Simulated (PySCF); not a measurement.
Spectrum to structure. Method: TDDFT PBE0/def2-SVPD, vertical, gas phase, core orbitals frozen in the response (PySCF). Geometries: GFN2-xTB, one conformer each.

```
state  ν̃ (cm⁻¹)       f  main configurations (H = HOMO, L = LUMO)
   S1      40490  0.0035                                 H→L (96%)
   S2      51050  0.0084                   H→L+1 (86%), H→L+3 (8%)
   S3      52160   0.053                  H→L+2 (70%), H→L+3 (20%)
   S4      55850   0.149                  H-1→L (68%), H→L+4 (19%)
   S5      56520   0.022                  H→L+3 (67%), H→L+2 (22%)
   S6      57530   0.028                  H→L+4 (63%), H-1→L (18%)
   S7      59110   0.016                  H-2→L (71%), H→L+6 (10%)
   S8      60400   0.028                  H→L+6 (67%), H→L+7 (12%)
```

Problem. Which candidate is it?
A. `C[SiH2]C[C@@H]1S[C@@H]1F`
B. `CC#CC1C[SiH2]C1`
C. `O=S(=O)(O)C1C[SiH2]C1`

Solution. A. Its S1, at 5.02 eV, is the lowest among the candidates; the nearest of the others has S1 at 5.98 eV. S1 is HOMO→LUMO (96%). Löwdin shares by element: HOMO sulfur 71%, carbon 20% or more; LUMO sulfur 49%, carbon 28% or more, silicon 5% (atoms not listed hold the other 17%). At the same level the other candidates give, for their lowest levels:
- `CC#CC1C[SiH2]C1`: 5.98 eV (f 0.000); 6.27 eV (f 0.086); 6.47 eV (f 0.007); 6.54 eV (f 0.047); 6.67 eV (f 0.002); T1 5.28 eV; HOMO -7.03, LUMO 0.14 eV
- `O=S(=O)(O)C1C[SiH2]C1`: 7.21 eV (f 0.009); 7.43 eV (f 0.076); 7.55 eV (f 0.042); 7.64 eV (f 0.018); 7.72 eV (f 0.030); T1 6.52 eV; HOMO -8.52, LUMO -0.07 eV

The values belong to the conformer `[CH3:1][SiH2:2][CH2:3][C@@H:4]1[S:5][C@@H:6]1[F:7]`: C1–Si2–C3–C4 -57°, Si2–C3–C4–S5 164°.
Triplets come from the Tamm–Dancoff approximation.
